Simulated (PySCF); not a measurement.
# Magnetic susceptibility: `C=CCO[Se@@](C)=O`, C4H8O2Se

Geometry:
```
atom   x (Å)   y (Å)   z (Å)
  C1  -2.281  -0.484  -1.062
  C2  -1.981   0.458  -0.185
  C3  -0.943   0.243   0.880
  O4   0.323   0.687   0.431
 Se5   0.999  -0.340  -0.935
  C6   2.802   0.317  -0.581
  O7   0.993  -1.812  -0.340
  H8  -2.976  -0.316  -1.868
  H9  -1.850  -1.472  -0.991
 H10  -2.398   1.453  -0.254
 H11  -0.884  -0.823   1.142
 H12  -1.151   0.829   1.779
 H13   3.093  -0.078   0.389
 H14   2.786   1.401  -0.575
 H15   3.464  -0.057  -1.358
```

Theory: PySCF 2.14.0, GIAO B3LYP/pcSseg-1 magnetisability, rotational g tensor and spin-rotation constants, non-relativistic, gas phase. Geometry: GFN2-xTB.

The calculation is non-relativistic, which matters for the atoms heavier than Zn.

Q: How diamagnetic is it, and how anisotropic?

A: Isotropic -1226 × 10⁻³⁰ J/T², or -73.9 × 10⁻⁶ cm³/mol; principal values -1361, -1185, -1134 × 10⁻³⁰ J/T², anisotropy 206 × 10⁻³⁰ J/T² (root of half the summed squared differences of the principal values). The susceptibility is in cgs units.

Q: Split it along the inertial axes a, b, c into diamagnetic and paramagnetic parts about the centre of mass, with the quadrupole moment.

A: 
| axis | χ (10⁻⁶ cm³/mol) | diamagnetic (10⁻⁶ cm³/mol) | paramagnetic (10⁻⁶ cm³/mol) | summed x² of all electrons (Å²) | quadrupole Θ (D Å) |
| --- | --- | --- | --- | --- | --- |
| a | -79.2 | -433.5 | 354.3 | 201.5 | +7.97 |
| b | -70.7 | -1013.7 | 943.0 | 64.7 | -3.69 |
| c | -71.7 | -1129.3 | 1057.6 | 37.5 | -4.28 |

Anisotropies 2χaa − χbb − χcc = -16.0 and 2χbb − χaa − χcc = +9.4 × 10⁻⁶ cm³/mol. Θ is traceless in Buckingham's convention.

Q: And the rotational g tensor?

A: 
```csv
axis,rotational constant (GHz),g,nuclear part,electronic part
a,3.6879,-0.0367,0.5771,-0.6138
b,1.3223,-0.0141,0.5717,-0.5858
c,1.1719,-0.0118,0.5705,-0.5823
```
Asymmetric top; isotopes 12C, 1H, 16O, 80Se; no vibrational averaging.
